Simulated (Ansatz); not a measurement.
C2H5BS, SMILES `CB1CS1`. Charge 0, multiplicity 1.

```xyz
9

C    -0.184   -0.925   -1.066
B     0.306    0.086   -0.008
C    -0.056    0.961    1.200
S     1.697    0.980    0.569
H     0.593   -1.252   -1.757
H    -0.605   -1.804   -0.568
H    -1.006   -0.487   -1.642
H    -0.164    0.535    2.194
H    -0.581    1.905    1.077
```

**Question.** List the harmonic frequencies (cm⁻¹, unscaled) at PBE0-D4/def2-TZVP in Ansatz. (An estimate is asked.)

**Answer.** Computed: 71, 265, 294, 545, 660, 767, 809, 901, 953, 965, 1019, 1287, 1391, 1441, 1451, 1460, 3041, 3101, 3113, 3146, 3188.

**Question.** Is this a minimum?

**Answer.** Yes, all 21 modes are real.

**Question.** Give the ideal-gas thermochemistry at 298.15 K and 1 bar (rigid rotor, harmonic oscillator; point group Cs, symmetry number 1).

**Answer.** Zero-point energy 178.7 kJ/mol; H(298) − E = 194.8 kJ/mol; entropy 304.6 J/(mol·K), of which translation 162.2, rotation 104.4, vibration 38.1; G(298) − E = 104.0 kJ/mol. Modes under 100 cm⁻¹ are hindered rotations or soft bends, so the harmonic entropy is rough.

**Question.** And at 400, 500, 600, 800 and 1000 K?

**Answer.** 
```
T (K)  H − E (kJ/mol)  S (J/mol/K)  G − E (kJ/mol)
  400           203.9        330.6            71.6
  500           214.4        354.0            37.4
  600           226.2        375.6             0.9
  800           253.1        414.1           -78.2
 1000           283.1        447.5          -164.4
```

**Question.** Rotational constants (cm⁻¹)?

**Answer.** 0.423, 0.1455, 0.1129.
